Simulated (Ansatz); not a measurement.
Input file for Ansatz (a first-principles code): R-BLYP/def2-TZVPP on H5NPbSi (SMILES [NH2][Pb][SiH3]), a point of a torsion scan. Elements past Kr take the def2 small-core potentials; no spin–orbit coupling.

Ansatz 0.2 input:
```yaml
crystal:
  periodic: [false, false, false]
  atoms:
    - {symbol: N, position_ang: [1.99825044, -0.13626242, 0.14275716]}
    - {symbol: Pb, position_ang: [0.56783456, -0.12461794, 1.71886641]}
    - {symbol: Si, position_ang: [-1.47777236, 0.06139776, 0.02193921]}
    - {symbol: H, position_ang: [1.81885226, -0.07654927, -0.84596941]}
    - {symbol: H, position_ang: [2.99716365, -0.20281758, 0.25582998]}
    - {symbol: H, position_ang: [-1.88859183, -1.19702352, -0.61350575]}
    - {symbol: H, position_ang: [-2.74241387, 0.55021421, 0.59191615]}
    - {symbol: H, position_ang: [-1.27622885, 0.94899155, -1.12665594]}
basis:
  gaussian:
    orbitals: def2-TZVPP
hamiltonian:
  xc: {name: BLYP}
scf: {lower_state_search: off}
```

Task: Predict the final total energy.

Result: -540.1077 hartree.
